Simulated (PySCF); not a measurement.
RbBi⁺: frontier orbitals

B2PLYP at R = 4.132 Å; Rb def2-SVP with ECP28, Bi def2-SVP with ECP60; scalar-relativistic core potentials (PySCF 2.14). State: ⁴Σ⁻ (quartet), unpaired electrons σ ↑, π ↑↑. Only the outer orbitals are listed, counted within each symmetry, core potentials removing the inner ones.

```
spin  orbital  occ.  ε (eV)  on Rb (%)   main shells (%)
   α       5σ     1  -24.65        100          100 Rb p
   α       3π     1  -24.65        100          100 Rb p
   α       3π     1  -24.65        100          100 Rb p
   α       6σ     1  -21.83          0          100 Bi s
   α       7σ     1  -10.71          4           95 Bi p
   α       4π     1  -10.41          1           99 Bi p
   α       4π     1  -10.41          1           99 Bi p
   α       8σ     0   -4.54         98           98 Rb s
   α       5π     0   -2.78        100          100 Rb p
   α       5π     0   -2.78        100          100 Rb p
   β       3π     1  -24.64        100          100 Rb p
   β       3π     1  -24.64        100          100 Rb p
   β       5σ     1  -24.62        100          100 Rb p
   β       6σ     1  -18.52          1           99 Bi s
   β       7σ     0   -5.53         37  63 Bi p, 34 Rb s
   β       4π     0   -4.90         10           90 Bi p
   β       4π     0   -4.90         10           90 Bi p
```

Q: Which are the highest filled and the lowest empty level, where do they sit, and how wide is the gap?

A: Highest filled α 4π at -10.41 eV (in %: 99 Bi p); lowest empty β 7σ at -5.53 eV (in %: 63 Bi p, 34 Rb s); the gap at B2PLYP is 4.88 eV.

| Quantity | Value |
| --- | --- |
| bond order (Mayer) | 0.14 |
| ⟨S²⟩ | 3.752 |
| charge on Rb (Mulliken, basis-dependent) | 0.93 |
| charge on Rb (Löwdin, basis-dependent) | 0.73 |
| dipole moment (positive dipole points towards Bi; it is taken about the centre of mass and depends on that origin) | -12.38 D |

Correlated steps freeze 4 core orbitals. Spin–orbit coupling is left out, which matters for elements this heavy, above all for dissociation energies. B2PLYP dipoles, levels and charges come from its SCF part alone. The state is the lowest determinant that a PBE0 search found; another state may lie lower at other levels.
